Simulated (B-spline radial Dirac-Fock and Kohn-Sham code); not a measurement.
## Electron momentum distribution of Sb⁴⁵⁺: Compton profiles

System: the Sb⁴⁵⁺ ion in the configuration [He] 2s2 2p2.

These are calculated numbers from a B-spline atomic structure program; the model is the impulse approximation on relativistic Hartree-Fock (Dirac-Fock) wave functions, averaged over the configuration. pz is in atomic units of momentum; subshell profiles are per electron, for a selection of subshells; open shells are spread over both j values by their weights.

```
 pz    J total   J 1s1/2   J 2p1/2   J 2p3/2
  0     0.1940    0.0159    0.0267    0.0278
0.6     0.1935    0.0159    0.0267    0.0278
0.8     0.1932    0.0158    0.0267    0.0278
  1     0.1927    0.0158    0.0267    0.0278
1.2     0.1921    0.0158    0.0267    0.0278
1.4     0.1915    0.0158    0.0267    0.0278
1.6     0.1907    0.0158    0.0267    0.0278
1.8     0.1899    0.0158    0.0267    0.0278
  2     0.1889    0.0158    0.0267    0.0278
2.5     0.1862    0.0157    0.0267    0.0278
  3     0.1829    0.0157    0.0267    0.0278
  4     0.1749    0.0156    0.0266    0.0276
  5     0.1653    0.0154    0.0264    0.0274
  7     0.1435    0.0150    0.0255    0.0264
 10     0.1101    0.0142    0.0229    0.0235
 15    0.06763    0.0125    0.0162    0.0161
 20    0.04360    0.0106   0.00970   0.00924
 30    0.02170   0.00685   0.00280   0.00244
 40    0.01167   0.00412  0.000793  0.000635
 60   0.003617   0.00142  8.99e-05  6.08e-05
100  0.0005126  0.000216  4.25e-06  2.05e-06
```

J(0) = 0.1940. The 2s1/2 subshell gives the largest part, 55 %.

Mean momentum ⟨p⟩ by subshell (a.u.): 1s1/2 47.1, 2s1/2 17.6, 2p1/2 23.4, 2p3/2 22.3.
